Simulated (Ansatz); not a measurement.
Isolated molecules relaxed with PBE0-D4/def2-TZVP in Ansatz; ΔE leaves out vibrations. CCSD(T)/CBS adds triple-zeta CCSD(T) − MP2 to the extrapolated MP2 energy (def2 sets, frozen cores). Functionals use def2-TZVPP. HSE06 is defined as in plane-wave codes. For Ge outer-core shells are correlated without core-valence functions, which leaves a few kJ/mol of doubt a bond. Scalar relativity is left out up to krypton. One conformer a species, not always the lowest.

Reaction (cleavage of the Si–Ge bond): `[SiH3][SiH2][GeH2][SiH3]` + `[AlH2][NH][SiH3]` → `[AlH2][N]([SiH3])[SiH3]` + `[SiH3][SiH2][GeH3]`

```csv
level,ΔE (kJ/mol),difference from CCSD(T)/CBS
PBE-D4,-15.1,14.0
r2SCAN-D4,-24.8,4.3
B97M-V,-28.4,0.7
PBE0-D4,-19.6,9.5
ωB97M-V,-31.1,-2.0
PBE,-13.1,16.0
revPBE,-10.3,18.8
PBE0,-18.2,10.9
HSE06,-18.2,10.9
CCSD/def2-SVP,-30.1,-1.0
HF/def2-TZVPP,-38.5,-9.4
SCS-MP2/def2-TZVPP,-36.1,-7.0
CCSD/def2-TZVPP,-30.6,-1.5
HF/def2-QZVPP,-40.7,-11.6
MP2/def2-QZVPP,-33.8,-4.7
SCS-MP2/def2-QZVPP,-36.4,-7.3
CCSD(T)/CBS,-29.1,0
```

Largest T1 diagnostic among the species: 0.013.

From BLYP to BHLYP (50 % exact exchange), in def2-TZVPP and without D4, ΔE moves by −12.0 kJ/mol. In def2-TZVPP, CCSD(T) changes the Hartree–Fock value by +8.4 kJ/mol (the triples alone add +0.5 kJ/mol) and MP2 by +4.8 kJ/mol.

CCSD(T)/CBS has its own doubt, a few kJ/mol and more with outer-core shells, so smaller differences from it don't rank the levels.
